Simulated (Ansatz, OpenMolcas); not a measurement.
## How basis sets differ on C2H4FGa (SMILES C=[CH][GaH][F])

The species is C2H4FGa (8 atoms), meant as a singlet with charge 0. SMILES: `C=[CH][GaH][F]`. Geometry: relaxed at PBE0-D4/def2-TZVP. This is one conformer, not always the lowest.

Each level gives the HOMO–LUMO gap (eV). The values are calculated.

```csv
level,kind,program,value (eV),CPU time
HF/ANO-RCC-MB (DKH2),Hartree–Fock,OpenMolcas,13.13,4 s
HF/ANO-S-MB,Hartree–Fock,OpenMolcas,12.93,2.2 s
HF/STO-3G,Hartree–Fock,Ansatz,12.15,1.6 s
HF/3-21G,Hartree–Fock,OpenMolcas,12.32,4.7 s
HF/cc-pVDZ,Hartree–Fock,OpenMolcas,12.26,14 s
HF/def2-SVP,Hartree–Fock,Ansatz,12.33,6.1 s
```

All-electron rows without a relativistic Hamiltonian named are non-relativistic. The values span 12.15 to 13.13 eV. A Hartree–Fock LUMO above zero doesn't converge with the basis: it sinks as sets grow more diffuse. Orbital gaps aren't excitation energies. Times are those of the runs behind each value, whatever else they computed, on shared processors of several kinds: orders of magnitude only.
